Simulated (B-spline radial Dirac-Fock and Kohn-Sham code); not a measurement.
# Elastic and transport cross sections of scandium for electrons

Calculated with a B-spline atomic structure program, using relativistic (Dirac) partial waves in the static field of the Dirac-Fock atom with Furness-McCarthy exchange, without polarisation or absorption potentials. σ_tr1 and σ_tr2 weight the cross section with 1 − P₁ and 1 − P₂ of cos θ; "backward" is the share scattered beyond 90°.

```tsv
energy (eV)	σ (a₀²)	σ_tr1 (a₀²)	σ_tr2 (a₀²)	σ/σ_tr1	backward (%)
2000	4.92	0.301	0.534	16.3	1.7
2670	4.03	0.194	0.365	20.8	1.2
3000	3.71	0.162	0.312	23.0	0.99
3040	3.67	0.158	0.306	23.2	0.98
3580	3.26	0.122	0.244	26.7	0.79
4080	2.96	0.0994	0.202	29.8	0.66
4120	2.94	0.0979	0.199	30.1	0.66
4380	?	?	?	?	?
4620	2.70	0.0814	0.169	33.1	0.56
5000	2.54	0.0716	0.150	35.5	0.51
7770	1.80	0.0347	0.0768	51.9	0.29
10000	1.47	0.0227	0.0515	64.7	0.21
11000	1.36	0.0193	0.0442	70.3	0.19
11100	1.35	0.0190	0.0436	70.8	0.18
15000	1.05	0.0113	0.0266	92.3	0.13
20000	0.820	0.00689	0.0165	119	0.089
21800	0.762	0.00593	0.0143	128	0.080
29600	0.587	0.00348	0.00853	169	0.056
```

Q: Fill in the row for 4.38 keV.

A: σ = 2.81 a₀², σ_tr1 = 0.0887 a₀², σ_tr2 = 0.182 a₀², σ/σ_tr1 = 31.7, backward 0.60 %. The ratio σ/σ_tr1 is roughly the number of elastic collisions that randomise the direction.
